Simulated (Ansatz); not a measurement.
Interaction energy ladder

The pair of NH₃ (SMILES N, atoms 1–4) and CH₃I (SMILES CI, atoms 5–9), both closed shells, in one local arrangement (a lower one may exist), relaxed at PBE0-D4/def2-TZVP:

```xyz
9
angstrom
N -0.0179 0.0968 -1.7732
H 0.7110 -0.5588 -1.5146
H -0.6580 -0.3936 -2.3857
H 0.4185 0.8286 -2.3204
C -0.2698 0.1606 1.5987
I 1.3422 -1.2365 1.5998
H 0.0612 1.0345 2.1517
H -0.4758 0.3874 0.5541
H -1.1115 -0.3187 2.0893
```

Program: Ansatz 0.2.0. Basis: def2-TZVPPD, with def2-QZVPPD for the basis limit. Cores are frozen in the correlated methods. Filled d shells of the heavier atoms are correlated. Core potentials replace the inner electrons of the atoms past krypton. The def2 sets are not built for correlating such inner shells, so the correlated values are less sure here. B3LYP uses VWN-RPA correlation. Extrapolation: Hartree–Fock as exp(−7.88 √X), correlation as X^−2.97. Interaction energies count from these two fragments, frozen as in the pair, with the counterpoise correction; negative means bound.

**Question.** What is the interaction energy by CCSD(T) at an estimated basis limit (MP2 extrapolated from triple and quadruple zeta, plus CCSD(T) − MP2 in triple zeta)? (To be estimated.)

**Answer.** Computed: -13.8 kJ/mol. Hartree–Fock alone gives -4.1 kJ/mol at the basis limit. It counts from the two fragments frozen as in the pair.

The same quantity by other methods in triple zeta, and each one's difference from that estimate:
```
   method  E_int (kJ/mol)  difference
   PBE-D4           -15.6        -1.8
revPBE-D4           -13.4         0.4
  BLYP-D4           -13.4         0.4
r2SCAN-D4           -13.5         0.3
   B97M-V           -14.0        -0.2
  PBE0-D4           -15.1        -1.3
 B3LYP-D4           -14.1        -0.3
 HSE06-D4           -15.1        -1.3
  wB97X-V           -13.5         0.3
  wB97M-V           -13.6         0.2
   B2PLYP            -9.8         4.0
       HF            -4.2         9.6
      MP2           -12.7         1.0
     CCSD           -10.7         3.1
  CCSD(T)           -12.2         1.6
```
Differences are method less estimate.

**Question.** Which atoms make the shortest contact between the fragments?

**Answer.** N1 and H8, 2.39 Å apart.

Basis-set superposition shift (counterpoise-corrected less uncorrected): CCSD(T) 2.8; MP2 2.8; HF 0.3; PBE0-D4 0.4; wB97M-V 0.5 kJ/mol.

The T1 diagnostic stays at or below 0.009.

For scale, one of the runs: CCSD(T)/def2-TZVPPD, 235 basis functions, launched by `ansatz run in.yaml --threads 4 --pin off --events-out ev --progress --plain --max-ram 9574MiB`. Hardware: 4 CPU threads of an AMD EPYC 9R14, shared host. Wall time 73 s; peak host memory 4.8 GiB.
